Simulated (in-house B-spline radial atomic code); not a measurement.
Bi⁵⁺. Computed with a B-spline radial atomic code. Model: all-electron spherical atom, spin shells full or empty, radial basis limit, no spin-orbit coupling, Breit or QED, empty-state partial waves extrapolated as (l+1/2)^-4, RPA, G0W0 and static COHSEX of the highest shell as one setting changes (uncorrelated shells keep exact exchange).

Without the two-electron picture change, core correlation of heavy ions comes too large.

Given: element Bi; charge 5; filled core Xe; hamiltonian one-electron scalar X2C; mean-field start HSE06; highest l of empty states 9; nuclear rms radius 5.5211 fm; highest mean-field shell 5d.

Shell: 4f 7 7, 5d 5 5 (electrons up and down).

```
lowest nl shells left uncorrelated  RPA correlation energy (hartree)  G0W0 level (eV)  G0W0 minus most complete (meV)  COHSEX level (eV)  linearised minus solved G0W0 (meV)
                                 0                           -6.9991          -89.841                               0             -93.17                               -16.2
                                 1                           -6.7491          -89.841                               0             -93.17                               -16.2
                                 2                                 ?                ?                               ?                  ?                                   ?
                                 3                            -5.908          -89.838                             2.6            -93.174                               -16.2
                                 4                            -5.707          -89.837                             3.8            -93.172                               -16.2
                                 5                                 ?                ?                               ?                  ?                                   ?
                                 6                           -4.0529           -89.82                              21            -93.139                               -16.1
                                 7                           -3.8632          -89.822                            18.8            -93.139                               -16.2
                                 8                           -3.2965          -89.833                             8.4            -93.139                               -16.2
                                 9                           -2.3409           -89.93                           -88.7             -93.29                               -16.7
                                10                           -2.1423          -89.971                            -130            -93.318                               -16.9
                                11                          -0.86919          -89.706                           134.7            -92.737                               -15.7
                                12                          -0.48993          -90.133                          -291.8             -93.13                               -18.2
```

(1) What follows for lowest nl shells left uncorrelated = 2?

(2) What follows for lowest nl shells left uncorrelated = 5?

## Answers

(1) RPA correlation energy -6.5326 hartree; G0W0 level -89.84 eV; G0W0 minus most complete 0.9 meV; COHSEX level -93.169 eV; linearised minus solved G0W0 -16.2 meV.

(2) RPA correlation energy -5.0854 hartree; G0W0 level -89.833 eV; G0W0 minus most complete 7.9 meV; COHSEX level -93.17 eV; linearised minus solved G0W0 -16.2 meV.
